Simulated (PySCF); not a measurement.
## MSb for M along the third period

PBE0 with double-zeta basis sets in PySCF, for the lowest determinant that a PBE0 search found; no spin–orbit coupling. De refers to high-spin ground-configuration atoms. A positive dipole means M(−)Sb(+).

```tsv
M	basis	state (unpaired electrons)	Re (Å)	ωe (cm⁻¹)	De (eV)	μ (D)
Na	def2-SVP	triplet (π ↑↑)	2.931	200	1.18	-6.76
Mg	def2-SVP	quartet (σ ↑, π ↑↑)	2.873	204	0.62	-1.24
Al	def2-SVPD	triplet (π ↑↑)	2.753	259	1.88	-0.70
Si	def2-SVP	doublet (π ↑)	2.384	430	2.73	0.15
S	def2-SVP	doublet (π ↑)	2.227	504	3.31	2.42
Cl	x2c-SVPall	triplet (π ↑↑)	2.371	371	3.06	2.29
```

The shortest bond is that of SbS (2.227 Å), the longest that of NaSb (2.931 Å).

The rows differ in basis set, which adds steps of its own.

The state changes along the series, so neighbouring rows are not always alike in their bonding.

Spin–orbit coupling is left out, which matters for elements this heavy, above all for dissociation energies. States were picked by a PBE0 search and need not be the measured ground states.
